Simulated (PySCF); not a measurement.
**Successive Ta–H bond energies**

Computed with PBE0/[Ta def2-TZVP with ECP60, H def2-TZVP], scalar-relativistic core potentials, density fitting, no spin–orbit coupling, PySCF.

Each entry is the lowest minimum that a search over a few typed start shapes (and spin states, where more than one is plausible) found, or that minimum re-optimised at the stated level; isomers with ligand–ligand bonds, or fragments after loss of a ligand pair, can lie lower.

Total energies (Eh), which compare only within these settings: H atom -0.50106.

| species | 2S+1 | group | E (Eh) | ZPE (kJ/mol) |
| --- | --- | --- | --- | --- |
| TaH₃ | 3 | C2v | -58.65244 | 41.9 |
| TaH₄ | 2 | D2d | -59.26844 | 61.2 |
| TaH₅ | 1 | C4v | -59.86993 | 83.0 |

(1) What are De and D0 for TaH₄ → TaH₃ + H?

(2) What are De and D0 for TaH₅ → TaH₄ + H?

Answers

(1) De = [(-58.65244) + (-0.50106) − (-59.26844)] × 2625.5 = 302 kJ/mol. The zero-point energy changes by -19.4 kJ/mol, so D0 = 282 kJ/mol.

(2) De = [(-59.26844) + (-0.50106) − (-59.86993)] × 2625.5 = 264 kJ/mol. The zero-point energy changes by -21.8 kJ/mol, so D0 = 242 kJ/mol.

Atoms and open shells are unrestricted, without spin–orbit or basis-set superposition corrections.

One determinant describes each species, so states of open d or f shells may be missed.

Spin–orbit coupling can matter for elements this heavy.
